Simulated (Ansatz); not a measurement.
`[F][SnH]([Cl])[Cl]` + SiH₄ → `[SiH3][SnH]([Cl])[Cl]` + H–F at 500 K and 1 bar (formal exchange of groups at the Sn–F bond).

Gas-phase electronic energies from Ansatz, PBE0-D4/def2-TZVP geometries. CCSD(T)/CBS is the MP2 limit (def2-TZVPP, def2-QZVPP) plus CCSD(T) − MP2 in def2-TZVPP, frozen cores. This one scheme is used for every species. def2 core potentials past Kr. For Sn outer-core shells are correlated without core-valence functions, which leaves a few kJ/mol of doubt a bond.

```
                species  CCSD(T)/CBS energy (Eh)  H − E (kJ/mol)  S (J/(mol·K))
   `[F][SnH]([Cl])[Cl]`              -1234.09211            65.8          389.7
                   SiH₄               -291.46306           102.4          230.9
`[SiH3][SnH]([Cl])[Cl]`              -1425.15460           137.6          452.8
                    H–F               -100.39570            39.4          188.7
```

H − E and S are ideal-gas, rigid-rotor, harmonic terms from PBE0-D4/def2-TZVP. 1 Eh = 2625.50 kJ/mol, R = 8.31446 J/(mol·K).

Q: By hand: ΔE, ΔH, ΔS and ΔG.

A: ΔE = (-1425.15460) + (-100.39570) − (-1234.09211) − (-291.46306) = 0.00487 Eh = 12.8 kJ/mol. Δ(H − E) = 137.6 + 39.4 − 65.8 − 102.4 = 8.8, so ΔH = 21.6 kJ/mol. ΔS = 452.8 + 188.7 − 389.7 − 230.9 = 20.9 J/(mol·K). ΔG = 21.6 − 500 × (20.9)/1000 = 11.2 kJ/mol.

Q: By hand: the equilibrium constant, and the temperature at which ΔG would vanish if ΔH and ΔS stayed fixed.

A: log₁₀ K = −ΔG/(RT ln 10) = -1.2. ΔG = 0 at ΔH/ΔS = 1033 K.

TΔS isn't small against ΔH here. A doubt of 5 kJ/mol in ΔE shifts log₁₀ K by 0.5 here. These are equilibria of isolated gas molecules and say nothing of rates. Largest T1 diagnostic: 0.012 (customary marks: 0.02 for closed shells, 0.045 for open ones).
